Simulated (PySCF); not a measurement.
A species of formula C4H8BN has this rotational fingerprint, computed with PBE0-D3(BJ)/def2-SVP geometry optimisation, gas phase (PySCF 2.14.0):

| Item | Value |
| --- | --- |
| Rotational constants | A = 7916, B = 1600, C = 1353 MHz |
| Dipole components | \|μa\| = 0.03 D, \|μb\| = 1.27 D, \|μc\| = 0.01 D |
| Inertial defect | -6.30 u·Å² |
| κ | -0.92 |

Question: Which candidate fits, each taken in the one conformer that was computed?
A. `[CH:1]#[C:2][CH2:3][CH2:4][BH:5][NH2:6]` with C2–C3–C4–B5 -178°, C3–C4–B5–N6 -141°
B. `[BH3-:1][N+:2]#[C:3][CH2:4][CH:5]=[CH2:6]` with C3–C4–C5–C6 121°
C. `CC#CB(C)N`

Answer: C. It is CC#CB(C)N, a near-prolate asymmetric top. The candidates at the same level (rigid rotor, commonest isotopes):

```json
{"SMILES": "CC#CB(C)N", "A (MHz)": "7916", "B (MHz)": "1600", "C (MHz)": "1353", "μa (D)": "0.03", "μb (D)": "1.27", "μc (D)": "0.01", "Δ (u·Å²)": "-6.30", "point group": "near Cs", "rotor": "near-prolate asymmetric top"}
{"SMILES": "[BH3-][N+]#CCC=C", "A (MHz)": "12730", "B (MHz)": "1408", "C (MHz)": "1341", "μa (D)": "7.13", "μb (D)": "2.17", "μc (D)": "0.02", "Δ (u·Å²)": "-21.77", "point group": "C1", "rotor": "near-prolate asymmetric top"}
{"SMILES": "C#CCCBN", "A (MHz)": "17702", "B (MHz)": "1295", "C (MHz)": "1246", "μa (D)": "2.30", "μb (D)": "0.98", "μc (D)": "0.52", "Δ (u·Å²)": "-13.32", "point group": "C1", "rotor": "near-prolate asymmetric top"}
```

`C#CCCBN` has A 124 % too high; `[BH3-][N+]#CCC=C` has A 61 % too high. No structure here is proved a minimum.
